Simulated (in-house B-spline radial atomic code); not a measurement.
Values are calculated unless marked as measured or tabulated.
**Two electrons in Si: a parabolic dot with ħω = 1.85 meV in all three directions**

For Si the NSM archive of the Ioffe Institute lists m_l = 0.98 m0, m_t = 0.19 m0 and ε = 11.7; the model takes one isotropic valley with the conductivity mass 3/(1/m_l + 2/m_t) = 0.26 m0, and so misses anisotropy and the other valleys. All triplets below are those of one valley; with several valleys two electrons can form a triplet in the 1s orbital itself, at an energy set by the valley splitting.

Effective-mass model with parabolic bands, a uniform dielectric constant, no image charges, no central-cell or spin-orbit terms. Two-electron levels come from full CI in B-splines with partial waves to l = 5 (up to 0.001 effective hartree above the limit).

(1) What are the effective units, and what is the potential in them?

In these units the lowest s and p orbitals lie at 0.053550 and 0.089250, and their Coulomb and exchange integrals are J_ss = 0.150756, J_sp = 0.125630 and K_sp = 0.02513. (For a parabolic well J_ss = √(2ω/π).) Full CI gives 0.215182 for the ground singlet, 0.229718 for the sp triplet, 0.250885 for the sp singlet and 0.265419 for the lowest triplet of two s orbitals.

(2) What does it cost to add the second electron, to first order and exactly?

(3) How far above the singlet do the triplets lie?

Results:

(1) Ha* = 27211.386 meV × 0.26/11.7² = 51.68 meV and a* = 0.0529177 nm × 11.7/0.26 = 2.381 nm. The frequency is ω = 0.0357 Ha*. The one-electron levels are 3ω/2 = 0.0536 and 5ω/2 = 0.0893 Ha*.

(2) To first order E = 2ε_s + J_ss = 0.257856, so the charging energy E(2) − 2E(1) is J_ss = 7.792 meV. CI gives 0.215182 − 2 × (0.053550) = 0.108082, or 5.586 meV: relaxation and correlation lower it by 2.206 meV, 28.3 % of J_ss. The s² configuration of one-electron orbitals holds 67.4 % of the state, and the mean radius is 18.4 nm.

(3) To first order the sp triplet lies at ε_s + ε_p + J_sp − K_sp = 0.243304, which is 0.7521 meV below 2ε_s + J_ss, so first order fails: the exact ground state of two electrons is a singlet. CI gives 0.229718 − (0.215182) = 0.014536, or 0.7513 meV, 41 % of the orbital spacing of 1.845 meV. The ss triplet lies 2.596 meV up, so the lower of the two is the sp one, and its gap equals k_BT at 8.72 K. The sp singlet-triplet splitting is 1.094 meV, against 2K_sp = 2.597 meV. The sp singlet lies ħω above the ground state (0.035703 against 0.0357), as Kohn's theorem demands for a parabolic well.
